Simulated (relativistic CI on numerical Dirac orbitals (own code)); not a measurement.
# Magnetism of Sm4+, 4f4, in a crystal field

Calculated by Dirac-Coulomb-Breit CI, KLI orbitals optimised for each configuration, QED by a radiative potential, valence Slater integrals scaled by 0.7, one configuration in a parametric crystal field (own radial code).

Field parameters in Wybourne normalisation; cubic f-shell fields have B⁴₄ = √(5/14) B⁴₀ and B⁶₄ = −√(7/2) B⁶₀. The field is a parameter set, without covalency.

S is read from ⟨S²⟩ = S(S + 1).

Powder χT (cm³ K mol⁻¹) by Van Vleck's formula, with temperature-independent terms:

```tsv
Field	2 K	5 K	10 K	20 K	50 K	100 K	200 K	300 K
C2v, B20 = -580, B22 = 550, B40 = 780, B42 = 290, B44 = 480, B60 = 740, B62 = -130, B64 = -790, B66 = 500 cm⁻¹	0.0267	0.0668	0.134	0.26	0.51	0.704	0.86	0.933
D3h, B20 = 420, B40 = 150, B60 = -650, B66 = 80 cm⁻¹	0.202	0.244	0.312	0.441	0.699	0.861	0.947	0.986
D3h, B20 = 590, B40 = -360, B60 = 170, B66 = 430 cm⁻¹	0.08	0.2	0.392	0.641	0.813	0.888	0.951	0.987
Oh, B40 = 3420, B60 = 260 cm⁻¹	0.579	0.582	0.588	0.599	0.634	0.692	0.804	0.891
Oh, B40 = -1720, B60 = 1190 cm⁻¹	0.00512	0.0128	0.0256	0.0512	0.128	0.257	0.506	0.69
Oh, B40 = -1300, B60 = 430 cm⁻¹	0.0117	0.0293	0.0586	0.117	0.292	0.554	0.824	0.925
```

(1) For Oh, B40 = 3420, B60 = 260 cm⁻¹: what effective moment follows at 300 K?

Answers

(1) μ_eff = √(8χT) = 2.67 μB. The LS value g√(J(J + 1)) of the free ion's ⁵I4 level is 2.68 μB.
